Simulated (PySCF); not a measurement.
BH₄O₄, SMILES O[B-](O)(O)O, charge -1. The structure is a stationary point at PBE0-D3(BJ)/def2-SVPD. The values are those of a single conformer.

Problem. Give the equilibrium geometry at PBE0-D3(BJ)/def2-SVPD (PySCF confirms it by a frequency run) as Cartesian coordinates in Å, and its point group. (An estimate is asked for; the answer gives what the named calculation found.)

Solution. This is not unique; one that fits is point group S4.
```xyz
9

O      1.1256    -0.5349    -0.7970
B      0.0000     0.0000     0.0000
O     -0.5349    -1.1256     0.7970
O      0.5349     1.1256     0.7970
O     -1.1256     0.5349    -0.7970
H      0.8877    -1.4330    -1.0322
H     -1.4330    -0.8877     1.0322
H      1.4330     0.8877     1.0322
H     -0.8877     1.4330    -1.0322
```
Charge -1, spin multiplicity 1.
